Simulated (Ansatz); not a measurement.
Harmonic frequencies (cm⁻¹) at PBE0-D4/def2-TZVP from Ansatz: 83, 111, 305, 342, 365, 424, 619, 676, 709, 743, 844, 900, 950, 1091, 1344, 1619, 1743, 2266, 2277, 3580, 3727.

Each molecule was computed in one conformer, which needn't be the lowest.

Problem. Which molecule is it?
A. `F[SiH]1NCO1`
B. `N[Si]1(F)CO1`
C. `NC(=O)[SiH2]F`
D. `O[SiH2]/N=C/F`

Solution. C.
